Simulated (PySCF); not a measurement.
From a log to its input

A PySCF 2.14 run on the atoms Hg 0 0 0; Cl 2.2576 0 0; Cl -2.2576 0 0 (angstrom) printed this (some set-up lines and the per-cycle HOMO/LUMO lines with their warnings removed):

```
PySCF version 2.14.0


nuclear repulsion = 193.261255494126
point group symmetry = Dooh
symmetry origin: [-1.55820775e-17  0.00000000e+00  0.00000000e+00]
symmetry axis x: [0. 1. 0.]
symmetry axis y: [0. 0. 1.]
symmetry axis z: [1. 0. 0.]
num. orbitals of irrep A1g = 16
num. orbitals of irrep E1gx = 6
num. orbitals of irrep E1gy = 6
num. orbitals of irrep A1u = 12
num. orbitals of irrep E1uy = 8
num. orbitals of irrep E1ux = 8
num. orbitals of irrep E2gx = 3
num. orbitals of irrep E2gy = 3
num. orbitals of irrep E2uy = 2
num. orbitals of irrep E2ux = 2
num. orbitals of irrep E3uy = 1
num. orbitals of irrep E3ux = 1
number of shells = 28
number of NR pGTOs = 129
number of NR cGTOs = 68
basis = def2-svp
ecp = {'Hg': 'def2-svp'}

******** <class 'pyscf.scf.hf_symm.SymAdaptedRHF'> ********
method = SymAdaptedRHF
initial guess = minao
damping factor = 0
level_shift factor = 0
DIIS = <class 'pyscf.scf.diis.CDIIS'>
SCF conv_tol = 1e-09
SCF max_cycles = 50
Freeze 0 electrons in irreps []
    54 free electrons in irreps A1g E1gx E1gy A1u E1uy E1ux E2gx E2gy E2uy E2ux E3uy E3ux
Initial guess from minao.
init E= -1059.2058697085
cycle= 1 E= -1070.88455609285  delta_E= -11.7  |g|= 1.37  |ddm|= 16.5
cycle= 2 E= -1071.14055620975  delta_E= -0.256  |g|= 0.873  |ddm|= 3.09
cycle= 3 E= -1071.28754532124  delta_E= -0.147  |g|= 0.0523  |ddm|= 0.934
cycle= 4 E= -1071.28906310687  delta_E= -0.00152  |g|= 0.0162  |ddm|= 0.141
cycle= 5 E= -1071.28926416491  delta_E= -0.000201  |g|= 0.00486  |ddm|= 0.0498
cycle= 6 E= -1071.28928660283  delta_E= -2.24e-05  |g|= 0.00112  |ddm|= 0.0188
cycle= 7 E= -1071.28928781656  delta_E= -1.21e-06  |g|= 0.000173  |ddm|= 0.00409
cycle= 8 E= -1071.28928784018  delta_E= -2.36e-08  |g|= 4.7e-05  |ddm|= 0.000651
cycle= 9 E= -1071.28928784182  delta_E= -1.64e-09  |g|= 1.35e-05  |ddm|= 0.00019
cycle= 10 E= -1071.28928784196  delta_E= -1.39e-10  |g|= 2.07e-06  |ddm|= 6.66e-05
Extra cycle  E= -1071.28928784196  delta_E= -2.27e-12  |g|= 7.75e-07  |ddm|= 4.28e-06
converged SCF energy = -1071.28928784196
polarizability (a.u.)
Isotropic polarizability 40.264548673
Polarizability anisotropy 39.6905218212
[[66.7249  0.     -0.    ]
 [ 0.     27.0344  0.    ]
 [-0.      0.     27.0344]]
Dipole moment(X, Y, Z, Debye): -0.00000, -0.00000, -0.00000
orbital energies (hartree): [-0.4644 -0.4381 -0.4381  0.0498  0.0793  0.0793]
```

Question: Write the input that gave this log.

Answer: The input was:

```python
from pyscf import gto, scf
from pyscf.prop.polarizability import rhf as pol

mol = gto.M(
    atom='Hg 0 0 0; Cl 2.2576 0 0; Cl -2.2576 0 0',
    basis='def2-svp',
    ecp={'Hg': 'def2-svp'},
    charge=0,
    spin=0,
    symmetry=True,
    verbose=4,
)
mf = scf.RHF(mol)
mf.kernel()
print('polarizability (a.u.)')
print(pol.Polarizability(mf).polarizability().round(4))
mf.dip_moment()
print('orbital energies (hartree):', mf.mo_energy[..., max(0, mol.nelec[1]-3):mol.nelec[0]+3].round(4))
```
